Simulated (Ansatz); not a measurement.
Mulliken charges of BrH$_{4}$Si$_{2}$ (`[SiH3][SiH]Br`) radical from B3LYP/def2-TZVPP in Ansatz (PBE0-D4/def2-TZVP geometry).

```
atom   x (Å)   y (Å)   z (Å)  charge (e)
 Si1  -0.829   0.444  -0.363       0.178
 Si2   1.278  -0.525  -0.098       0.205
 Br3   1.130  -2.307   1.230      -0.205
  H4  -1.735  -0.563  -0.971      -0.043
  H5  -0.695   1.611  -1.275      -0.051
  H6  -1.393   0.896   0.938      -0.043
  H7   2.306   0.378   0.493      -0.040
```

Problem. By hand: the dipole of these point charges (1 e Å = 4.8032 D).

Solution. Σ q r = (-0.040, 0.333, -0.290) e Å, of length 0.443 e Å = 2.13 D.

Problem. How does the dipole of the full density compare? (An estimate is asked.)

Solution. Computed: (-0.046, 0.215, -0.138) e Å, 1.25 D; the point charges give 1.70 times that, at 10° from its direction.

Point charges leave out the atoms' own dipoles, such as those of lone pairs, and Mulliken's split depends on the basis, so the two needn't agree.

B3LYP here is the variant with VWN-RPA as its local correlation; programs differ in this.
